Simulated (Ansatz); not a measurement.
Start from `C#CN` and change one atom or group to get `NC#C[SeH]`.

Ansatz, PBE0-D4/def2-TZVP geometries, multiplicity 1. Each molecule was computed in one conformer, which needn't be the lowest.

Scalar relativity is left out up to krypton.

```
                                          property  `C#CN`
size of the dipole moment (ωB97M-V/def2-TZVPP) / D    1.82
                LUMO energy (PBE0/def2-TZVPP) / eV    0.81
    size of the dipole moment (PBE/def2-TZVPP) / D    1.90
               LUMO energy (B3LYP/def2-TZVPP) / eV    0.42
           HOMO–LUMO gap (ωB97M-V/def2-TZVPP) / eV   10.97
               HOMO–LUMO gap (PBE/def2-TZVPP) / eV    5.24
```

Task: What does the change do to each property? (Best estimate.)

Result: The calculation gave: 
```csv
property,`NC#C[SeH]`,shift
size of the dipole moment (ωB97M-V/def2-TZVPP) / D,2.14,0.32
LUMO energy (PBE0/def2-TZVPP) / eV,0.22,-0.59
size of the dipole moment (PBE/def2-TZVPP) / D,2.19,0.29
LUMO energy (B3LYP/def2-TZVPP) / eV,-0.05,-0.47
HOMO–LUMO gap (ωB97M-V/def2-TZVPP) / eV,10.46,-0.51
HOMO–LUMO gap (PBE/def2-TZVPP) / eV,4.56,-0.68
```

With PBE0 the HOMO rises by 0.20 eV and the LUMO falls by 0.59 eV, so the gap narrows by about 0.79 eV. PBE moves the HOMO by 0.05 eV and ωB97M-V by 0.34 eV. The zero-point energy changes by -1.5 kJ/mol with +3 modes. Dipoles are sizes alone; their direction can turn.

B3LYP here is the variant with VWN-RPA as its local correlation; programs differ in this.

Spin–orbit coupling is left out; it splits and shifts lone-pair levels of the heavy atoms by tenths of an eV.
